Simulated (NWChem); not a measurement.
# CH4BrInO; SMILES [Br][In]([OH])[CH3]

```xyz
8

In    -0.0143    -0.6903     0.0002
Br     0.0531     1.8130     0.0000
C      1.7286    -1.9256    -0.0003
H      2.3075    -1.7285    -0.9129
H      1.4278    -2.9808     0.0332
H      2.3438    -1.6807     0.8760
O     -1.8841    -1.3774    -0.0003
H     -2.5356    -0.6662    -0.0013
```
Atoms are numbered in this order, from 1.

Computed with NWChem. Geometry: optimised at PBE0/def2-SVP (def2 core potentials past Kr). No frequency run checked for a minimum.

**Question.** What does the run give for PBE0/STO-3G (all-electron, non-relativistic)? Quantities: highest occupied level (eV); orbital gap (eV); dipole (D).

**Answer.** The highest occupied level (eV) is -4.24, the orbital gap (eV) is 6.63 and the dipole (D) is 1.53.
